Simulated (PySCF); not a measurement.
Mg(OMe)(NH2), SMILES [Mg]([NH2])[O]C, B3LYP/def2-SVP optimised geometry.

```
9

Mg    -0.55     0.10     0.00
O      1.23     0.10     0.00
C      2.61     0.12    -0.01
H      3.01     0.39    -1.01
H      3.02     0.86     0.71
H      3.05    -0.86     0.25
N     -2.44     0.10     0.00
H     -3.04    -0.56     0.50
H     -3.05     0.75    -0.49
```

Density from B3LYP/def2-TZVP in PySCF at that geometry.

Minimum of the electron density along straight lines between bonded atoms, close to the bond critical point (lines longer than 1.1 times the sum of covalent radii, or with two minima, are not listed):

| bond | length / Å | ρ at the minimum / e bohr⁻³ | ∇²ρ there / e bohr⁻⁵ | position (fraction from the first atom) |
|---|---|---|---|---|
| Mg1–O2 | 1.778 | 0.076 | 0.69 | 0.45 |
| O2–C3 | 1.380 | 0.278 | -0.61 | 0.65 |
| C3–H4 | 1.110 | 0.274 | -0.93 | 0.64 |
| C3–H5 | 1.110 | 0.274 | -0.93 | 0.64 |
| C3–H6 | 1.110 | 0.274 | -0.93 | 0.64 |
| Mg1–N7 | 1.889 | 0.071 | 0.49 | 0.43 |
| N7–H8 | 1.018 | 0.328 | -1.46 | 0.73 |
| N7–H9 | 1.018 | 0.328 | -1.46 | 0.73 |
